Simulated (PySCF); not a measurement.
Compound: C6H12Si2.
SMILES: `CC1=C[Si@@H](C)C=C[SiH2]1`

Level: CAM-B3LYP/def2-SVPD in PySCF, non-relativistic, on one gas-phase PBE0-D3(BJ)/def2-SVP geometry that isn't relaxed in the solvent. The solvent is an IEF-PCM continuum (cavity from Bondi-type radii × 1.2), and excitations are vertical TDDFT with non-equilibrium linear response and a frozen core. Only the electrostatic response of the medium enters.

```csv
run,E − E(gas) (kJ/mol),HOMO (eV),HOMO–LUMO gap (eV),dipole (D),lowest singlet (eV),static polarisability (au)
gas,0.00,-8.68,8.97,0.56,5.73,122.8
P,-8.28,-8.63,8.97,0.77,5.66,173.2
Q,-6.88,-8.62,8.97,0.73,5.67,163.5
```

The runs were made in dichloromethane and water. Which run belongs to which solvent?

P = water, Q = dichloromethane. The dielectric constants are 8.93 (dichloromethane), 78.36 (water), and the energy falls further as ε rises. The optical constants n² used for the excitations are 2.03, 1.78 in the same order. In this model the ground state sees the solvent through ε alone.

How constant is the ratio of the lowering to (ε − 1)/(2ε + 1)?

```csv
solvent,(ε − 1)/(2ε + 1),E − E(gas) (kJ/mol),ratio (kJ/mol),polarisation term (kJ/mol)
dichloromethane,0.420,-6.88,-16.4,-7.51
water,0.490,-8.28,-16.9,-9.22
```

The ratio changes by +3.2 % in size from dichloromethane to water. The polarisation term is half the interaction of the solute with the induced surface charges.
